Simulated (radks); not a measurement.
Isoelectronic series with 16 electrons, all held in the configuration [Ne] 3s2 3p4, which need not be the ground one along the series. All-electron calculation, Dirac Kohn-Sham, PBE, spin-unpolarised, spherical densities, point nucleus; open shells are shared between the two j in proportion to 2j + 1. Program: a radial shooting solver on a logarithmic mesh with Libxc functionals. Total energies (hartree) and orbital eigenvalues (hartree):

ion,E (hartree),3p3/2,3p1/2,3s1/2
S,-399.04688,-0.25653,-0.25960,-0.63413
Cl+,-460.92489,-0.71209,-0.71733,-1.17936
Ar2+,-527.58874,-1.29895,-1.30714,-1.85761
K3+,-599.03448,-2.00908,-2.02115,-2.66047
Ca4+,-675.26455,-2.83856,-2.85560,-3.58401
Sc5+,-756.28503,-3.78513,-3.80840,-4.62612
Ti6+,-842.10440,-4.84735,-4.87831,-5.78554
V7+,-932.73295,-6.02428,-6.06458,-7.06157
Cr8+,-1028.18239,-7.31528,-7.36680,-8.45378
Mn9+,-1128.46572,-8.71989,-8.78473,-9.96199
Fe10+,-1233.59702,-10.23780,-10.31831,-11.58613
Co11+,-1343.59140,-11.86880,-11.96758,-13.32629
Ni12+,-1458.46499,-13.61273,-13.73267,-15.18261
Cu13+,-1578.23483,-15.46951,-15.61377,-17.15530
Zn14+,-1702.91894,-17.43908,-17.61114,-19.24465
